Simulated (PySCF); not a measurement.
PySCF input file for SiHF₃, SMILES F[SiH](F)F, TDDFT-B3LYP/def2-SVPD. Coordinates come from a B3LYP-D3(BJ)/def2-SVP optimisation.

```python
import numpy as np
from pyscf import gto, scf, dft, tdscf

mol = gto.M(
    atom='''
    Si   -0.00000000   -0.00000000    0.33252988
    F    -1.29656926   -0.74857461   -0.23897383
    F     0.00000000    1.49714923   -0.23897383
    F     1.29656926   -0.74857462   -0.23897383
    H     0.00000000    0.00000000    1.79687503
    ''',
    basis='def2-SVPD',
    charge=0,
    spin=0,
    symmetry=True,
    max_memory=1600,
    verbose=4,
)
mf = dft.RKS(mol, xc='b3lyp').density_fit(auxbasis='def2-universal-jkfit')
mf.grids.level = 3
mf.conv_tol = 1e-9
mf.max_cycle = 100
mf.kernel()
mf.grids = dft.Grids(mol).set(level=1).build(with_non0tab=True)  # coarser grid for the response kernel
td = tdscf.TDDFT(mf)
td.singlet = True
td.nstates = 10
td.conv_tol = 1e-4
td.kernel(x0=td.get_init_guess(mf, 15))
td.analyze()
tt = tdscf.TDA(mf)
tt.singlet = False
tt.nstates = 4
tt.conv_tol = 1e-4
tt.kernel(x0=tt.get_init_guess(mf, 9))
tt.analyze(verbose=3)
```

It prints:

```
PySCF version 2.14.0

[INPUT] verbose = 4
[INPUT] num. atoms = 5
[INPUT] num. electrons = 42
[INPUT] charge = 0
[INPUT] spin (= nelec alpha-beta = 2S) = 0
[INPUT] symmetry True subgroup None
[INPUT] Mole.unit = angstrom
[INPUT] Symbol           X                Y                Z      unit          X                Y                Z       unit  Magmom
[INPUT]  1 Si     0.000000000000   0.000000000000   0.332529880000 AA    0.000000000000   0.000000000000   0.628390401434 Bohr   0.0
[INPUT]  2 F     -1.296569260000  -0.748574610000  -0.238973830000 AA   -2.450160802930  -1.414600996703  -0.451595089638 Bohr   0.0
[INPUT]  3 F      0.000000000000   1.497149230000  -0.238973830000 AA    0.000000000000   2.829202012303  -0.451595089638 Bohr   0.0
[INPUT]  4 F      1.296569260000  -0.748574620000  -0.238973830000 AA    2.450160802930  -1.414601015600  -0.451595089638 Bohr   0.0
[INPUT]  5 H      0.000000000000   0.000000000000   1.796875030000 AA    0.000000000000   0.000000000000   3.395601686770 Bohr   0.0

nuclear repulsion = 185.1231716559
point group symmetry = C3v, use subgroup Cs
symmetry origin: [ 0.00000000e+00  0.00000000e+00 -2.69960874e-09]
symmetry axis x: [ 7.42725847e-10  1.00000000e+00 -5.46970636e-18]
symmetry axis y: [-1.67959359e-18  5.46970636e-18  1.00000000e+00]
symmetry axis z: [ 1.00000000e+00 -7.42725847e-10  1.67959360e-18]
num. orbitals of irrep A' = 62
num. orbitals of irrep A" = 39
number of shells = 41
number of NR pGTOs = 151
number of NR cGTOs = 101
basis = def2-SVPD
ecp = {}


[settings echo left out]
init E= -589.695506800931
HOMO (A') = -0.412724179421476  LUMO (A') = -0.023054224508825  gap/eV = 10.60346
cycle= 1 E= -589.410460445727  delta_E= 0.285  |g|= 0.814  |ddm|= 2.87
HOMO (A") = -0.338410027485856  LUMO (A") = 0.004818624720897  gap/eV = 9.33973
cycle= 2 E= -589.228013160985  delta_E= 0.182  |g|= 1.36  |ddm|=  1.8
HOMO (A') = -0.416147151906588  LUMO (A') = 0.00114680026418368  gap/eV = 11.35515
cycle= 3 E= -589.523310271021  delta_E= -0.295  |g|= 0.034  |ddm|= 0.983
HOMO (A') = -0.412139870283121  LUMO (A') = 0.00511146366553028  gap/eV = 11.35399
cycle= 4 E= -589.523539278669  delta_E= -0.000229  |g|= 0.00891  |ddm|= 0.0979
HOMO (A') = -0.412940525268542  LUMO (A') = 0.00445820977052191  gap/eV = 11.35800
cycle= 5 E= -589.523555594098  delta_E= -1.63e-05  |g|= 0.000425  |ddm|= 0.0171
HOMO (A') = -0.412850539879932  LUMO (A') = 0.00445610187694623  gap/eV = 11.35549
cycle= 6 E= -589.523555639244  delta_E= -4.51e-08  |g|= 7.36e-05  |ddm|= 0.000608
HOMO (A') = -0.412876505825714  LUMO (A') = 0.00445196188678665  gap/eV = 11.35609
cycle= 7 E= -589.52355564049  delta_E= -1.25e-09  |g|= 1.35e-05  |ddm|= 0.000157
HOMO (A') = -0.412875348551839  LUMO (A') = 0.00445148883498803  gap/eV = 11.35604
cycle= 8 E= -589.523555640526  delta_E= -3.6e-11  |g|= 2.32e-06  |ddm|= 1.77e-05
HOMO (A') = -0.412875133942239  LUMO (A') = 0.00445165645898449  gap/eV = 11.35604
Extra cycle  E= -589.523555640522  delta_E= 4.21e-12  |g|= 3.34e-06  |ddm|= 4.37e-06
converged SCF energy = -589.523555640522
tot grids = 24784


******** <class 'pyscf.tdscf.rks.TDDFT'> for <class 'pyscf.df.df_jk.DFSymAdaptedRKS'> ********
nstates = 10 singlet
deg_eia_thresh = 1.000e-03
wfnsym = None
conv_tol = 0.0001
eigh lindep = 1e-12
eigh level_shift = 0
eigh max_cycle = 100


Excitation energies (eV)
[10.46151513 10.46185051 10.5661776  10.97485314 11.29167655 11.29168522
 11.42464387 11.4496157  11.44963503 11.52885304]

** Singlet excitation energies and oscillator strengths **
Excited State   1:   A"     10.46152 eV    118.51 nm  f=0.0848
      18 -> 22        0.13122
      20 -> 24        0.10414
      21 -> 23        0.68210
Excited State   2:   A'     10.46185 eV    118.51 nm  f=0.0848
      19 -> 22       -0.13118
      20 -> 23        0.10423
      21 -> 24       -0.68208
Excited State   3:   A'     10.56618 eV    117.34 nm  f=0.1013
      21 -> 22       -0.70051
Excited State   4:   A"     10.97485 eV    112.97 nm  f=0.0000
      20 -> 22       -0.69040
Excited State   5:   A'     11.29168 eV    109.80 nm  f=0.0063
      19 -> 22        0.28481
      20 -> 23        0.63153
Excited State   6:   A"     11.29169 eV    109.80 nm  f=0.0063
      18 -> 22        0.28501
      20 -> 24       -0.63145
Excited State   7:   A'     11.42464 eV    108.52 nm  f=0.2188
      18 -> 23       -0.11403
      19 -> 24       -0.11465
      21 -> 25       -0.68139
Excited State   8:   A"     11.44962 eV    108.29 nm  f=0.0579
      18 -> 22       -0.43881
      18 -> 24        0.33132
      19 -> 23        0.33133
      20 -> 24       -0.21269
      21 -> 23        0.10524
Excited State   9:   A'     11.44964 eV    108.29 nm  f=0.0579
      18 -> 23        0.33140
      19 -> 22       -0.43909
      19 -> 24       -0.33110
      20 -> 23        0.21241
      21 -> 24        0.10517
Excited State  10:   A"     11.52885 eV    107.54 nm  f=0.0000
      18 -> 24       -0.49584
      19 -> 23        0.49587

** Transition electric dipole moments (AU) **
state          X           Y           Z        Dip. S.      Osc.
  1         0.5753      0.0000      0.0000      0.3310      0.0848
  2        -0.0000     -0.5751      0.0002      0.3308      0.0848
  3        -0.0000      0.0001      0.6256      0.3914      0.1013
  4        -0.0000      0.0000      0.0000      0.0000      0.0000
  5         0.0000      0.1512     -0.0001      0.0229      0.0063
  6         0.1508     -0.0000     -0.0000      0.0228      0.0063
  7        -0.0000      0.0005     -0.8842      0.7818      0.2188
  8         0.4543     -0.0000      0.0000      0.2064      0.0579
  9        -0.0000      0.4543      0.0009      0.2064      0.0579
 10        -0.0001     -0.0000     -0.0000      0.0000      0.0000

** Transition velocity dipole moments (imaginary part, AU) **
state          X           Y           Z        Dip. S.      Osc.
  1         0.2257      0.0000      0.0000      0.0509      0.0883
  2         0.0000     -0.2256      0.0001      0.0509      0.0883
  3         0.0000      0.0001      0.2389      0.0571      0.0980
  4        -0.0000     -0.0000     -0.0000      0.0000      0.0000
  5         0.0000      0.0617     -0.0000      0.0038      0.0061
  6         0.0615     -0.0000      0.0000      0.0038      0.0061
  7         0.0000      0.0002     -0.3783      0.1431      0.2272
  8         0.1925     -0.0000      0.0000      0.0371      0.0587
  9         0.0000      0.1925      0.0004      0.0371      0.0587
 10        -0.0000     -0.0000     -0.0000      0.0000      0.0000

** Transition magnetic dipole moments (imaginary part, AU) **
state          X           Y           Z
  1        -0.0000     -1.6571      0.0001
  2        -1.6569     -0.0000     -0.0000
  3         0.0007      0.0000      0.0000
  4         0.0000     -0.0001      0.8904
  5         0.5046      0.0000      0.0000
  6        -0.0000     -0.5045     -0.0002
  7        -0.0001      0.0000     -0.0000
  8        -0.0000      0.0634      0.0000
  9        -0.0637      0.0000      0.0000
 10        -0.0000     -0.0000     -0.0351


******** <class 'pyscf.tdscf.rks.TDA'> for <class 'pyscf.df.df_jk.DFSymAdaptedRKS'> ********
nstates = 4 triplet
deg_eia_thresh = 1.000e-03
wfnsym = None
conv_tol = 0.0001
eigh lindep = 1e-12
eigh level_shift = 0
eigh max_cycle = 100


Excitation energies (eV)
[ 9.57062085  9.57099371  9.61854715 10.59392869]

** Triplet excitation energies and oscillator strengths **
Excited State   1:   A"      9.57062 eV    129.55 nm  f=0.0000
Excited State   2:   A'      9.57099 eV    129.54 nm  f=0.0000
Excited State   3:   A'      9.61855 eV    128.90 nm  f=0.0000
Excited State   4:   A'     10.59393 eV    117.03 nm  f=0.0000
```

Self-consistency was reached.
